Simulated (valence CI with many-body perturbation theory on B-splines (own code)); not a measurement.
Eu XV: electric-dipole lines

Method: configuration interaction combined with many-body perturbation theory (CI+MBPT): three valence electrons over a frozen Dirac-Fock core [Kr] 4d10, radial functions for each j: 7 s, 7 p, 7 d, 7 f, 4 g, 2 h, with the one-electron correlation potential Σ1, the two-electron term Σ2, the three-electron term Σ3, Breit, model QED; selected CI, second order for the rest, scaled by the run's own slope (own B-spline code, finite nucleus).

No measured levels were compared; by estimate terms of the open shell hold to a few per cent of their energy, and close levels can change places; configurations with another count of f electrons can be misplaced by thousands of cm⁻¹.

Lines 151 to 200 of 509 in falling wavelength, among levels below 75.514 eV, chosen from the strongest by gf and those to the six lowest levels. Wavelengths and rates use the calculated energies, so an error of 2000 cm⁻¹ moves a line at 40.93 nm by 0.82 % and its rate by three times that or more. Electric multipoles are in the length gauge, E1 and E2 with the static RPA response of the core. Weak lines are less certain than strong ones. Lines between different terms over intervals too small for the method are left out, as are lines whose strength nearly cancels. Where a level lies close to another of its J and parity, the split of strength between their lines is uncertain. The highest levels of a list are the least certain.

Names give the largest LS component (configuration and term), which can be under half, so a name can repeat, a term be missing and a line seem to break the LS rules; names also repeat where a configuration has a term twice. Letters in brackets count levels of one name in rising energy.

```tsv
λ vac (nm)	Upper	Lower	A (s⁻¹)	log gf	Branch %
40.93	4f5p² ²P°_1/2	4f5s5p ²D_3/2 [b]	4.92e+09	-0.61	24.8
40.80	4f5p² ²G°_9/2 [b]	4f5s5p ²G_7/2 [b]	1.70e+09	-0.37	7.3
40.76	4f5p² ²D°_5/2	4f5s5p ²D_5/2 [b]	1.97e+09	-0.53	8.1
40.56	4f²5p ²H°_9/2 [b]	4f²5s ²F_7/2	5.03e+08	-0.91	3.9
40.45	4f²5p ²G°_7/2 [a]	4f²5s ²F_5/2	1.18e+09	-0.64	9.1
40.42	4f5p² ⁴F°_7/2	4f5s5p ²F_7/2 [c]	2.33e+09	-0.34	8.9
40.41	4f²5p ²I°_11/2 [a]	4f²5s ⁴H_9/2	3.87e+07	-1.94	0.6
40.31	4f5p² ²G°_9/2 [c]	4f5s5p ²G_7/2 [b]	1.60e+09	-0.41	6.3
40.14	4f²5p ⁴F°_7/2	4f²5s ²D_5/2	7.92e+08	-0.82	5.8
39.97	4f5p² ²G°_9/2 [b]	4f5s5p ²F_7/2 [c]	2.57e+09	-0.21	11.0
39.80	4f5p² ²F°_5/2 [c]	4f5s5p ²F_5/2 [b]	4.25e+09	-0.22	16.6
39.73	4f²5p ⁴H°_11/2	4f²5s ²H_11/2	5.13e+08	-0.84	3.8
39.67	4f²5p ²H°_9/2 [b]	4f²5s ²G_9/2	5.29e+08	-0.90	4.1
39.50	4f5p² ²G°_9/2 [c]	4f5s5p ²F_7/2 [c]	6.47e+08	-0.82	2.5
39.45	4f5p² ⁴F°_7/2	4f5s5p ²F_5/2 [b]	1.85e+09	-0.46	7.1
39.43	4f²5p ⁴G°_7/2 [c]	4f²5s ²D_5/2	8.65e+08	-0.79	6.2
39.42	4f²5p ²F°_5/2 [d]	4f²5s ⁴P_5/2	1.30e+09	-0.74	9.7
39.35	4f²5p ⁴H°_9/2 [b]	4f²5s ⁴F_9/2	7.94e+08	-0.73	6.0
39.35	4f²5p ⁴P°_1/2	4f²5s ²P_3/2	4.70e+09	-0.66	39.4
39.29	4f²5p ²H°_9/2 [b]	4f²5s ²H_11/2	7.93e+08	-0.74	6.2
39.08	4f²5p ²F°_5/2 [b]	4f²5s ²D_5/2	1.33e+09	-0.74	10.0
38.99	4f²5p ⁴H°_9/2 [b]	4f²5s ²H_9/2	9.70e+08	-0.66	7.4
38.98	4f²5p ²G°_7/2 [a]	4f²5s ²H_9/2	1.55e+09	-0.55	12.0
38.95	4f5p² ²F°_7/2 [c]	4f5s5p ²G_7/2 [b]	2.09e+09	-0.42	7.7
38.86	4f²5p ⁴G°_11/2 [b]	4f²5s ²H_11/2	4.37e+09	0.07	34.2
38.66	4f²5p ²G°_7/2 [a]	4f²5s ⁴F_5/2	1.03e+09	-0.73	8.0
38.60	4f²5p ⁴F°_3/2	4f²5s ²F_5/2	1.96e+09	-0.76	14.8
38.52	5s²5p ²P°_3/2	4f²5s ²S_1/2	2.95e+09	-0.58	93.9
38.42	4f²5p ²H°_9/2 [b]	4f²5s ⁴F_9/2	1.78e+09	-0.40	13.9
38.41	5s²5p ²P°_1/2	4f²5s ²D_3/2	4.66e+09	-0.69	87.6
38.38	4f5p² ²D°_5/2	4f5s5p ²F_7/2 [c]	2.55e+09	-0.47	10.5
38.34	4f²5p ⁴G°_9/2	4f²5s ²F_7/2	2.44e+09	-0.27	17.9
38.20	4f5p² ²F°_7/2 [c]	4f5s5p ²F_7/2 [c]	1.69e+09	-0.53	6.2
38.20	4f²5p ⁴G°_7/2 [b]	4f²5s ²F_5/2	9.70e+08	-0.77	7.1
38.13	4f²5p ²H°_9/2 [b]	4f²5s ⁴F_7/2	2.12e+09	-0.33	16.5
38.07	4f²5p ²H°_9/2 [b]	4f²5s ²H_9/2	3.03e+09	-0.18	23.6
38.00	4f²5p ⁴G°_11/2 [b]	4f²5s ⁴F_9/2	3.20e+09	-0.08	25.1
37.98	4f²5p ⁴H°_9/2 [b]	4f²5s ⁴H_11/2	7.46e+07	-1.79	0.6
37.92	4f²5p ²I°_13/2 [b]	4f²5s ²I_11/2	6.77e+09	0.31	52.6
37.91	4f²5p ²I°_13/2 [b]	4f²5s ²I_13/2	5.91e+09	0.25	45.9
37.84	4f²5p ⁴G°_7/2 [b]	4f²5s ²G_7/2	3.23e+09	-0.26	23.7
37.67	4f²5p ⁴F°_7/2	4f²5s ²G_7/2	9.24e+08	-0.80	6.8
37.66	4f²5p ⁴G°_11/2 [b]	4f²5s ²H_9/2	2.67e+09	-0.17	20.9
37.65	4f²5p ⁴D°_5/2	4f²5s ²P_3/2	1.27e+09	-0.79	8.9
37.55	4f²5p ⁴G°_9/2	4f²5s ²G_9/2	1.34e+09	-0.55	9.8
37.55	4f²5p ²F°_5/2 [c]	4f²5s ²F_7/2	1.87e+09	-0.62	13.8
37.49	4f²5p ⁴H°_11/2	4f²5s ⁴H_11/2	4.53e+09	0.06	33.8
37.47	4f²5p ⁴I°_13/2	4f²5s ⁴H_13/2	3.18e+09	-0.03	23.5
37.45	4f²5p ²G°_7/2 [b]	4f²5s ²F_7/2	1.99e+09	-0.47	14.4
37.45	4f²5p ⁴P°_1/2	4f²5s ⁴P_3/2	3.17e+09	-0.87	26.6
```

Q: How does gf follow from A for the line at 38.86 nm?

A: gf = 1.4992 × (2J+1)_upper × A / σ², with σ = 257334 cm⁻¹ and 2J+1 = 12: gf = 1.19.
